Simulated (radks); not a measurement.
Q: These are the eigenvalues of the occupied orbitals of an atom or ion with whole-number occupations (eV). Method: scalar-relativistic Kohn-Sham, SCAN, spin-polarised, spherical densities, finite nucleus; meta-GGA in the generalised Kohn-Sham scheme; Fermi nuclear charge, rms radius of each element as measured or else 0.836 A^(1/3) + 0.57 fm; computed with a radial shooting solver on a logarithmic mesh with Libxc functionals.

1s down: -59390.52
1s up: -59390.52
2s up: -10072.21
2s down: -10072.16
2p up: -8893.090
2p down: -8893.052
3s up: -2301.277
3s down: -2300.190
3p up: -1941.803
3p down: -1940.672
3d up: -1497.707
3d down: -1496.787
4s up: -486.2044
4s down: -483.8547
4p up: -367.3857
4p down: -365.0802
4d up: -209.1916
4d down: -206.9066
5s up: -85.1392
5s down: -84.7473
5p up: -56.9604
5p down: -56.6572
4f up: -36.7676
4f down: -34.6249

Which element is it, and in what charge state? The configuration may be excited. Open shells, if any, are filled with parallel spins first.

A: Z = 69, thulium, charge +3: Tm3+ in [Xe] 4f12. The list shows which subshells hold electrons but not how many an open one holds; the 1s level, -2182.6 hartree, gives Z - s = 66.1 by -(Z - s)^2/2, which with screening and relativity narrows Z to a few neighbours, and the depths of the outer levels then fix element, charge and occupations together.
